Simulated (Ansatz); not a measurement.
`C#C[SiH2]S[SiH3]` at its PBE0-D4/def2-TZVP geometry, where that method's forces vanish. The species carries charge 0 and has multiplicity 1.

```xyz
11

C    -0.3243    0.0047   -2.4938
C     0.4440    0.0739   -1.5665
Si    1.5569    0.1696   -0.1275
S     0.5887    1.1205    1.5152
Si   -1.1901   -0.0727    1.5340
H    -0.9997   -0.0547   -3.3167
H     1.9670   -1.2099    0.2265
H     2.7400    0.9970   -0.4559
H    -2.1846    0.4244    0.5535
H    -1.7437    0.0335    2.9058
H    -0.8540   -1.4863    1.2253
```

**Question.** What forces (eV/Å) does r2SCAN-D4/def2-TZVPP give on these atoms in Ansatz 0.2.0? (Estimate.)

**Answer.** Ansatz gave: 
```
C1  -0.256 -0.023 -0.310
C2   0.261  0.016  0.295
Si3  0.001 -0.025 -0.090
S4   0.010  0.050  0.053
Si5 -0.038 -0.024  0.018
H6   0.034  0.004  0.043
H7   0.005  0.021 -0.008
H8  -0.014 -0.019  0.008
H9   0.012 -0.016  0.019
H10  0.003 -0.007 -0.032
H11 -0.019  0.023  0.005
```
